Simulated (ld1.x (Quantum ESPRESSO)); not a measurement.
P (Z = 15): excitation energies, all-electron against ultrasoft

ld1.x (Quantum ESPRESSO) 7.5 input, shortened:

```
&input
   title='P', zed=15., rel=0, dft='PZ', iswitch=3,
   config='[Ne] 3s1.75 3p3.25'
 /
 &inputp
   pseudotype=3, tm=.true., lloc=-1, rcloc=1.25,
   nlcc=.true., rcore=1.40,
   which_augfun='PSQ', rmatch_augfun_nc=.true.
 /
4
3S  1  0   1.75   0.00  1.20  1.60  0.0
3S  1  0   0.00   1.15  1.20  1.60  0.0
3P  2  1   3.25   0.00  1.55  2.15  0.0
3P  2  1   0.00   0.45  1.55  2.15  0.0
 &test
   configts(1)='3s1.75 3p3.25'
 /
```

Energies are relative to the spin-unpolarised reference configuration 3s1.75 3p3.25; without spin polarisation the order of configurations can differ from experiment. Spin-polarised rows fill each open shell by Hund’s rule, majority spin first. The frozen-core shift is the all-electron ΔE with the core orbitals held at their reference shape minus the fully relaxed ΔE.

(1) Give the all-electron excitation energy and the error of the potential for: 3s2 3p3; 3s2 3p2; 3s2 3p1; 3s1 3p0; 3s2 3p0; 3s1 3p3; 3s2 3p2.5; 3s1.75 3p3.25 (spin-polarised); 3s2 3p3 (spin-polarised).

Levels in the configuration 3s1 3p0:

| level | all-electron (eV) | pseudo (eV) |
| --- | --- | --- |
| 3s | -58.535 | -58.321 |

Answers

(1)

```tsv
valence configuration	charge	ΔE all-electron (eV)	error AE − PS (meV)	frozen-core shift (meV)
3s2 3p3	0	-2.088	+0.3	0.0
3s2 3p2	+1	7.745	+3.2	+0.8
3s2 3p1	+2	27.007	+23	+10
3s1 3p0	+4	108.976	+240	+161
3s2 3p0	+3	56.912	+99	+47
3s1 3p3	+1	16.721	+3.5	+2.2
3s2 3p2.5	+0.5	1.739	+0.9	+0.1
3s1.75 3p3.25 (spin-polarised)	0	-1.561	+75	+1.9
3s2 3p3 (spin-polarised)	0	-3.598	+66	+1.7
```
